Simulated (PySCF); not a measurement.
Species: C8H11NSi.
Structure used (PBE0-D3(BJ)/def2-SVP), in Å, numbered top down from 1:
```
atom  x, y, z in Å
C1    -2.631    0.462    1.432
C2    -1.323    0.514    0.959
C3    -0.951   -0.298   -0.121
C4     0.448   -0.286   -0.673
C5     0.921    1.133   -1.149
Si6    2.305    1.069    0.144
C7     1.541   -0.648    0.395
C8    -1.944   -1.120   -0.657
C9    -3.226   -1.095   -0.107
N10   -3.575   -0.324    0.917
H11   -2.931    1.094    2.276
H12   -0.603    1.186    1.435
H13    0.485   -0.999   -1.510
H14    1.251    1.141   -2.198
H15    0.159    1.917   -1.033
H16    2.167    2.016    1.295
H17    3.715    1.133   -0.352
H18    1.130   -0.872    1.390
H19    2.168   -1.500    0.092
H20   -1.721   -1.778   -1.501
H21   -4.010   -1.738   -0.524
```

The closed-shell ground state was solved at several levels (PySCF, density fitting, gas phase, non-relativistic).

```csv
level,basis functions,HOMO (eV),LUMO (eV),gap (eV),dipole (D)
PBE0/def2-SVPD,292,-7.32,-0.87,6.45,2.64
PBE0/pcSseg-1,232,-7.32,-0.82,6.50,2.66
```

**Question.** What might mPW1PW91/pcSseg-1 (232 basis functions) give for the same quantities?

**Answer.** HOMO -7.36 eV, LUMO -0.83 eV, gap 6.53 eV, dipole 2.68 D.

**Question.** Over all these levels, which gives the widest orbital gap and which the narrowest?

**Answer.** mPW1PW91/pcSseg-1 (global hybrid, 25 % exact exchange) has the widest, 6.53 eV, and PBE0/def2-SVPD (global hybrid, 25 % exact exchange) the narrowest, 6.45 eV. Functional and basis both differ between the two, so the spread mixes both effects.

**Question.** How far do the dipole and the HOMO energy spread over the levels?

**Answer.** The dipole runs from 2.64 to 2.68 D (mean 2.66 D) and the HOMO from -7.36 to -7.32 eV.

One conformer stands for the species.
